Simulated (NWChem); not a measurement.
System: SnHSeF$_{3}$; SMILES [F][Sn]([F])([F])[SeH]

```xyz
6

F     -0.7812     1.4333    -1.5396
Sn    -0.0088     0.5936     0.0003
F      1.8077     1.2057     0.0835
F     -0.9264     1.4247     1.4632
Se    -0.0552    -1.8939    -0.0028
H      1.4183    -1.8618     0.0154
```
Atoms are numbered in this order, from 1.

Results from NWChem. All runs use the structure optimised with PBE0/def2-SVP. Not confirmed as a minimum by frequencies. def2 effective core potentials on Sn; no spin-orbit coupling.

For level Hartree-Fock/def2-SVP (core potentials):

```
Item                          Value
---------------------------  ------
highest occupied level (eV)  -11.32
orbital gap (eV)              11.96
dipole (D)                     4.04
```

Q: How do the values read with level Hartree-Fock/STO-3G (all-electron, non-relativistic) instead?

A: The highest occupied level (eV) is -7.82 and the orbital gap (eV) is 14.77. The dipole (D) comes out as 0.91.
